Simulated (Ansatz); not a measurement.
`[CH3][Y]([NH2])[NH2]`. Total charge 0; spin multiplicity 1. Y takes the def2 core potential. All single points use the PBE0-D4/def2-TZVP geometry. It is one conformer, not always the lowest.

```xyz
11

C     0.516   -0.536   -1.943
Y    -0.057    0.087    0.279
N    -1.174    1.885    0.619
N     0.512   -1.179    1.914
H     1.470   -1.078   -2.011
H     0.596    0.317   -2.631
H    -0.236   -1.205   -2.387
H    -1.494    2.260    1.505
H    -1.490    2.536   -0.091
H     1.032   -2.047    1.845
H     0.324   -1.042    2.900
```

Task: What is the dipole moment at ωB97M-V/def2-TZVPP? (An estimate is asked.)

Result: Computed: 1.51 D, with components (-0.32, 0.42, 1.41) D in this frame, pointing from negative to positive charge.

Task: And with PBE, r2SCAN, B3LYP? (An estimate is asked.)

Result: The calculation gave: PBE 1.44 D, r2SCAN 1.45 D, B3LYP 1.48 D.

Task: Give the Mulliken charges with ωB97M-V, r2SCAN, B3LYP in def2-TZVPP. (An estimate is asked.)

Result: The calculation gave: 
| atom | ωB97M-V | r2SCAN | B3LYP |
| --- | --- | --- | --- |
| C1 | -0.67 | -0.55 | -0.64 |
| Y2 | 0.92 | 1.01 | 1.02 |
| N3 | -0.45 | -0.56 | -0.52 |
| N4 | -0.45 | -0.56 | -0.52 |
| H5 | 0.11 | 0.06 | 0.08 |
| H6 | 0.11 | 0.06 | 0.08 |
| H7 | 0.11 | 0.06 | 0.08 |
| H8 | 0.08 | 0.12 | 0.10 |
| H9 | 0.08 | 0.12 | 0.10 |
| H10 | 0.08 | 0.12 | 0.10 |
| H11 | 0.08 | 0.12 | 0.10 |

B3LYP here is the variant with VWN-RPA as its local correlation; programs differ in this.
